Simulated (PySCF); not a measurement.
Adding and removing an electron: ZnS

PBE0; PySCF, scalar-relativistic core potentials, basis sets Zn cc-pVDZ-PP with ECP10, S cc-pV(D+d)Z. Neutral (UKS): singlet (closed shell), Re = 2.035 Å, ωe = 482 cm⁻¹, De = 1.41 eV, HOMO -6.47 eV, LUMO -4.14 eV.

ZnS⁺ (UKS): doublet (π ↑), Re = 2.132 Å, ωe = 413 cm⁻¹, De = 2.19 eV to Zn⁺ + S. The energies at the minima are -625.06391 hartree for ZnS and -624.74989 for ZnS⁺.

Q: Work out the adiabatic ionisation energy, without and with harmonic zero-point energies (1 hartree = 27.2114 eV, 1 eV = 8065.5 cm⁻¹), and the change of the bond length.

A: At PBE0: 0.31402 hartree = 8.545 eV between the minima; the zero-point term (413.0 − 482.0)/2 cm⁻¹ = -0.004 eV makes it 8.541 eV. Re changes by +9.7 pm against the neutral. Minus the HOMO energy is 6.47 eV, -2.07 eV from the value between the minima; self-interaction puts the Kohn–Sham level too high, less so with exact exchange. The electron leaves a π orbital; in so polar a molecule the change of length follows mostly from the change of the ionic charges.

For an ion De counts to the pair picked by the measured ionisation energies or electron affinities, which need not be the lowest pair at this level. States were picked by a PBE0 search and need not be the measured ground states.
